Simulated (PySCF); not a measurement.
# Basis and Hamiltonian dependence of the ionisation energy of Tl

Tl [Xe] 4f14 5d10 6s2 6p1 (2P) → Tl⁺ [Xe] 4f14 5d10 6s2 (1S). All values are computed (PySCF 2.14, energy differences of UHF-based or UKS calculations, no spin-orbit coupling). Values in eV.

| basis | Hamiltonian | functions | UHF | PBE | PBE0 | MP2 (valence) | CCSD(T) (valence) | CCSD(T) (valence and next inner shell) |
| --- | --- | --- | --- | --- | --- | --- | --- | --- |
| aug-cc-pVDZ-PP with ECP60MDF | ECP | 32 | 4.999 | 5.413 | 5.427 | 5.127 | 5.183 | n/a |
| aug-cc-pwCVDZ-PP with ECP60MDF | ECP | 48 | 5.001 | 5.412 | 5.427 | 5.137 | 5.195 | 5.202 |
| aug-cc-pVTZ-PP with ECP60MDF | ECP | 55 | 5.007 | 5.422 | 5.438 | 5.180 | 5.240 | n/a |
| def2-TZVPPD with the def2 core potential (60 electrons) | ECP | 56 | 5.010 | 5.421 | 5.438 | 5.176 | 5.234 | 5.292 |
| aug-cc-pVTZ-PP with one added diffuse shell each of d, f type with ECP60MDF | ECP | 67 | 5.007 | 5.422 | 5.438 | 5.180 | 5.240 | n/a |
| x2c-TZVPPall | spin-free X2C | 83 | 5.002 | 5.417 | 5.435 | 5.169 | 5.229 | 5.285 |
| def2-QZVPPD with the def2 core potential (60 electrons) | ECP | 88 | 5.014 | 5.426 | 5.442 | 5.203 | 5.258 | 5.374 |
| aug-cc-pVQZ-PP with ECP60MDF | ECP | 92 | 5.014 | 5.425 | 5.441 | 5.207 | 5.259 | n/a |
| aug-cc-pwCVTZ-PP with ECP60MDF | ECP | 96 | 5.014 | 5.427 | 5.443 | 5.192 | 5.251 | n/a |
| x2c-TZVPPall with one added diffuse shell each of s, p, d, f type | spin-free X2C | 99 | 5.000 | 5.423 | 5.437 | 5.171 | 5.230 | 5.286 |
| aug-cc-pVQZ-DK3 | spin-free X2C | 118 | 4.997 | n/a | n/a | 5.192 | 5.246 | n/a |
| x2c-QZVPPall | spin-free X2C | 142 | 4.997 | 5.413 | 5.428 | 5.187 | n/a | n/a |
| aug-cc-pwCVQZ-PP with ECP60MDF | ECP | 169 | 5.017 | n/a | n/a | n/a | n/a | n/a |

Problem. Estimate the row for aug-cc-pwCVTZ-DK3 (spin-free X2C, 125 functions).

Solution. From the rows with the same Hamiltonian and similar size; the calculation gives UHF 5.00; PBE 5.42; PBE0 5.43; MP2 (valence) 5.18; CCSD(T) (valence) 5.24 (eV).

Extrapolation of CCSD(T) (valence) from aug-cc-pVTZ-PP with ECP60MDF and aug-cc-pVQZ-PP with ECP60MDF: the correlation parts are 0.232 and 0.245 eV; with the X⁻³ form and unrounded values, (4³ × 0.245 − 3³ × 0.232)/(4³ − 3³) = 0.255 eV, and adding the Hartree-Fock value 5.014 eV of the larger basis gives 5.269 eV.

Frozen in the all-electron rows: valence: [Xe] 4f14 5d10; valence and next inner shell: [Kr] 4d10 4f14; with a core potential, the same shells as far as they lie outside it.

Reference for a calculation without spin-orbit coupling: 5.464 eV (measured, between term centres; NIST).
